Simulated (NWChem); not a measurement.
# tin monoxide (SnO, singlet); SMILES [O]=[Sn]

Results from NWChem. Low-valent species are run as closed-shell singlets; no triplet was tried in these runs. def2 effective core potentials on Sn; no spin-orbit coupling. Each level has its own optimisation; frequencies are unscaled.

```json
[
 {"level": "Hartree-Fock/STO-3G (all-electron, non-relativistic)", "r O–Sn (Å)": "1.712", "highest harmonic frequency (cm⁻¹)": "1037", "zero-point energy (kcal/mol)": "1.5"},
 {"level": "B3LYP/def2-TZVP (core potentials)", "r O–Sn (Å)": "1.832", "highest harmonic frequency (cm⁻¹)": "847", "zero-point energy (kcal/mol)": "1.2"},
 {"level": "LDA (Slater exchange, VWN5)/def2-SVP (core potentials)", "r O–Sn (Å)": "1.847", "highest harmonic frequency (cm⁻¹)": "824", "zero-point energy (kcal/mol)": "1.2"},
 {"level": "PBE0/def2-SVP (core potentials)", "r O–Sn (Å)": "1.839", "highest harmonic frequency (cm⁻¹)": "859", "zero-point energy (kcal/mol)": "1.2"}
]
```
